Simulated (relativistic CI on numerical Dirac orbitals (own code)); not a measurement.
# Sm III: what numerical and physical settings do to a radial Dirac CI calculation

Reference input:

```
atom Sm  Z=62  charge=2  electrons=60
nucleus A=152  rms_radius_fm=5.0819
hamiltonian dirac-coulomb  breit=on  qed=on  c_scale=1
orbitals kli  potential=per-configuration
slater_scale 1
correlation none
mixing on
grid step=0.0125 r_max=67.1
scf mixing=0.4 start=green max_iterations=150 tolerance=2e-08 node_fill=0.05
configurations
  [Xe] 4f6
end
```

Computed lowest total energy -10413.34452 Ha, first excitation 271.7 cm⁻¹, 14 SCF steps. Runs with settings changed; * marks those that are bad on purpose (the QED terms keep the true α when c is scaled):

```
                                                        Changed    Outcome  Lowest level    ΔE (Ha)  First excitation (cm⁻¹)  SCF steps                                                  Message
                                                 grid step 0.02  converged       4f⁶ ⁷F0   0.000168                    271.7         14                                                         
                           Slater scale 0.6, speed of light × 2  converged       4f⁶ ⁷F0        294                     55.3         13                                                         
end of the grid at 201.3 bohr, node fill of the KLI weights 0.5  converged       4f⁶ ⁷F0     0.0842                    367.9         15                                                         
                  end of the grid at 46.97 bohr, grid step 0.04  converged       4f⁶ ⁷F0   0.000609                    271.7         13                                                         
                                           SCF tolerance 0.01 *  converged       4f⁶ ⁷F0  -0.000898                    267.4          6                                                         
                                                     charge 1 *    refused                                                            0  configuration [Xe] 4f6 has 60 electrons, the ion has 61
```

With so few configurations and no correlation, terms lie too far apart (by 10 to 50 % near neutrality), their order can be wrong, and levels of other configurations are missing.
